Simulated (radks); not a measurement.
The nuclear charge of neutral rhodium is varied continuously with 45 electrons held in [Kr] 4d8 5s1. Method: scalar-relativistic Kohn-Sham, PBE, spin-unpolarised, spherical densities, point nucleus; computed with a radial shooting solver on a logarithmic mesh with Libxc functionals. By the Hellmann-Feynman theorem dE/dZ = E(electron-nucleus)/Z, the electronic potential at the nucleus. The scalar-relativistic energy here is not variational (the density holds large components alone), so the two differ by a part that grows with Z.

Z      E (hartree)  E(electron-nucleus)/Z (hartree)  HOMO  e(HOMO) (eV)  <r> HOMO (bohr)
44.75  -4720.03863                         -254.643    5s        -2.629            3.505
45     -4784.11585                         -256.619    5s        -4.300            3.306
45.25  -4848.69011                         -258.592    5s        -6.132            3.144
45.5   -4913.76083                         -260.563    5s        -8.108            3.006
45.75  -4979.32760                         -262.532    5s       -10.218            2.887
46     -5045.39017                         -264.501    5s       -12.453            2.782

The central difference of E at Z = 45 is -257.303 hartree, to compare with the third column; the second derivative is -7.95 hartree.
